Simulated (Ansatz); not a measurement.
Mulliken charges of `C#[C][Zr]([F])([F])[Cl]` from PBE/def2-TZVPP in Ansatz (PBE0-D4/def2-TZVP geometry).

```tsv
atom	x (Å)	y (Å)	z (Å)	charge (e)
C1	1.694	-0.990	1.071	-0.242
C2	0.778	-0.464	0.471	-0.378
Zr3	-0.849	0.463	-0.619	1.308
F4	-2.025	-0.885	-1.214	-0.314
F5	-0.138	1.378	-2.106	-0.314
Cl6	-1.960	1.949	0.798	-0.261
H7	2.499	-1.451	1.599	0.201
```

Task: By hand: the dipole of these point charges (1 e Å = 4.8032 D).

Result: Σ q r = (-0.121, 0.065, -0.091) e Å, of length 0.165 e Å = 0.79 D.

Task: How does the dipole of the full density compare? (An estimate is asked.)

Result: Computed: (0.241, -0.150, 0.128) e Å, 1.50 D; the point charges give 0.53 times that, at 170° from its direction, so they point the opposite way.

Point charges leave out the atoms' own dipoles, such as those of lone pairs, and Mulliken's split depends on the basis, so the two needn't agree.
